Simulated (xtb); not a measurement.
BCl2I, SMILES IB(Cl)Cl. All values are semi-empirical tight-binding results from xtb (GFN2-xTB unless named), good for trends rather than for accurate numbers. The structure is a stationary point at GFN2-xTB.

Optimised geometry:

Bonds (Å): B1–Cl2 1.714, B1–Cl3 1.714, B1–I4 2.118. Bond angles (°): Cl2–B1–Cl3 120.0, Cl2–B1–I4 120.0, Cl3–B1–I4 120.0.

```json
{
 "point_group_as_xtb_finds_it": "C2v",
 "orbital_gap": "4.04 eV",
 "zero_point_energy": "3.7 kcal/mol",
 "G − E(el) at 298.15 K (modified RRHO)": "-15.6 kcal/mol",
 "static polarisability (D4 model)": "71.9 bohr³",
 "solvation energy, GFN2-xTB/ALPB(water)": "-1.4 kcal/mol",
 "solvation energy, GFN2-xTB/ALPB(thf)": "-5.9 kcal/mol"
}
```

Computed atomic charges and the Wiberg bond orders between heavy atoms:
charges (e) B1 0.44, Cl2 -0.17, Cl3 -0.17, I4 -0.09. Bond orders B1–Cl2 1.17, B1–Cl3 1.17, B1–I4 1.08.
